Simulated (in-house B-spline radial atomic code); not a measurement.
A fraction x of an electron is removed from 4d in Ru²⁺, starting from [Kr] 4d6 and keeping the highest spin. Method: scalar-relativistic (X2C) BP86, spin-polarised, spherical fractional occupations, Fermi nucleus of rms radius 4.4809 fm. Calculated with a radial B-spline atomic code at the basis-set limit.

```tsv
x	E(x) - E(0) (eV)	4d down level (eV)
0	0.0000	-22.498
0.02	0.4523	-22.733
0.2	4.7365	-24.877
0.32	7.8088	-26.331
0.48	12.1788	-28.300
0.5	12.7473	-28.548
0.57	14.7762	-29.422
0.75	20.2762	-31.696
0.84	23.1806	-32.847
0.95	26.8716	-34.267
1	28.6011	-
```

The exact functional would give a straight line between the two integer points. Deviations E(x) - E(0) - x[E(1) - E(0)], in eV: -0.12 at x = 0.02, -0.984 at x = 0.2, -1.344 at x = 0.32, -1.55 at x = 0.48, -1.553 at x = 0.5, -1.526 at x = 0.57, -1.175 at x = 0.75, -0.844 at x = 0.84, -0.299 at x = 0.95.

The curve lies below the straight line by up to 1.553 eV (at x = 0.5): convex, the delocalisation error that favours fractional charges.

How well does Slater's transition state (minus the level at half occupation) give the ionisation energy?

It gives 28.548 eV against 28.601 eV from the two total energies; NIST lists 28.47 eV, ground level to ground level.
